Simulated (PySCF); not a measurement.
# A geometry optimisation of AlN2Si with PBE0-D4/def2-SVP

The starting geometry of this gas-phase doublet was optimised with GFN2-xTB.

```
atom    x (Å)    y (Å)    z (Å)
  Al   0.5704   0.4148   1.1846
   N  -0.5255  -0.7619  -0.3054
   N   0.7392  -0.8083  -0.1490
  Si  -1.7686   0.0815   0.4308
```

Question: Predict what it relaxes into with PBE0-D4/def2-SVP.

Answer: A new bond forms, giving a structure given below by its coordinates. Distances that change by over a tenth: Al1–N3 (1.82 → 2.12 Å), Al1–Si4 (2.48 → 2.77 Å). Contacts that close: Al1–N2 (2.19 → 2.15 Å).

The energy falls by 0.83 eV over 13 steps:

```csv
step,E − E(last) (eV)
1,0.826
2,0.304
4,0.028
5,0.010
6,0.001
8,0.000
9,0.000
10,0.000
12,0.000
13,0.000
```

Final geometry (Å):

```
atom    x (Å)    y (Å)    z (Å)
  Al   0.6567   0.4825   1.2694
   N  -0.4462  -0.6501  -0.1809
   N   0.7264  -0.9350  -0.3023
  Si  -1.9113   0.0367   0.3406
```

No frequencies were run, so the end isn't proven a minimum. Open shells are spin-unrestricted. Run with PySCF 2.14.0, 49 s on 2 threads of Arm Neoverse V2 (shared host).
